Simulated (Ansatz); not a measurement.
The same path of ClHOZn + F (5 atoms, charge 0, multiplicity 2) was run twice with different band settings. Lost on the way: Zn1–Cl2. Made: Zn1–F5.

Method: Ansatz, UKS BHLYP-D4/def2-mTZVP.

Relaxed end points:

```xyz
5
Properties=species:S:1:pos:R:3
Zn 0.020 -0.072 -0.039
Cl -0.004 0.014 2.065
O 0.011 -0.040 -1.808
H 0.236 -0.852 -2.255
F -0.009 0.032 4.900
```

```xyz
5
Properties=species:S:1:pos:R:3
Zn 0.125 -0.449 0.707
Cl -0.432 1.554 2.354
O 0.055 -0.196 -1.044
H 0.265 -0.953 -1.586
F 0.242 -0.873 2.432
```

Common settings: movable images 9; climbing image yes; spring 5.0 eV/Å²; optimiser quadratic models (default); force threshold 0.05 eV/Å; iteration limit 60; end points relaxed.

| run | start path |
| --- | --- |
| 1 | through a guess of the saddle point |
| 2 | straight line |

**Question.** What does each run give, and how far can it be trusted?

**Answer.** Run 1: converged after 12 iterations, highest image 0.000 eV above the first end. The highest image is an end point: on this band no image between the ends rises above it.
Run 2: converged after 9 iterations, highest image 0.000 eV above the first end. The highest image is an end point: on this band no image between the ends rises above it.
